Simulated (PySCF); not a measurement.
PySCF input file for germanium monotelluride (GeTe), SMILES [Ge]=[Te] (connectivity only; charge and spin as stated), neutral, multiplicity 1, IEF-PCM-ωB97X/def2-SVP. The structure is a stationary point at PBE0-D3(BJ)/def2-TZVP. The def2 effective core potentials stand for the cores of Te; spin–orbit coupling is left out.

```python
import numpy as np
from pyscf import gto, scf, dft
from pyscf.solvent import pcm

mol = gto.M(
    atom='''
    Ge    0.00000000    0.00000000   -1.44763018
    Te    0.00000000    0.00000000    0.89084934
    ''',
    basis='def2-SVP',
    ecp={'Te': 'def2-svp'},
    charge=0,
    spin=0,
    max_memory=1600,
    verbose=3,
)
mf = dft.RKS(mol, xc='wb97x').density_fit(auxbasis='def2-universal-jkfit')
mf.grids.level = 3
mf.conv_tol = 1e-9
mf.max_cycle = 100
mf.kernel()
res = {}
for name, eps in {'water': 78.355, 'benzene': 2.2706, 'tetrahydrofuran': 7.4257}.items():
    s = mf.PCM()
    s.with_solvent.method, s.with_solvent.eps, s.with_solvent.lebedev_order = 'IEF-PCM', eps, 29
    s.kernel(mf.make_rdm1())
    res[name] = (s.e_tot, eps, s.dip_moment(), s.mo_energy, s.converged)
    print(f'{name}: electrostatic solvation free energy {(s.e_tot - mf.e_tot) * 627.509474:.3f} kcal/mol')
```

Output:

```
converged SCF energy = -2344.86924878026

WARN: PCM is an experimental feature. It is still in testing.
Features and APIs may be changed in the future.

converged SCF energy = -2344.87122720875
Dipole moment(X, Y, Z, Debye): -0.00000,  0.00000, -2.31903
water: electrostatic solvation free energy -1.241 kcal/mol

WARN: PCM is an experimental feature. It is still in testing.
Features and APIs may be changed in the future.

converged SCF energy = -2344.87005600996
Dipole moment(X, Y, Z, Debye): -0.00000,  0.00000, -1.72682
benzene: electrostatic solvation free energy -0.507 kcal/mol

WARN: PCM is an experimental feature. It is still in testing.
Features and APIs may be changed in the future.

converged SCF energy = -2344.87080830642
Dipole moment(X, Y, Z, Debye):  0.00000, -0.00000, -2.10222
tetrahydrofuran: electrostatic solvation free energy -0.979 kcal/mol
```

The run converged.

Cost: roughly 18 core-seconds.
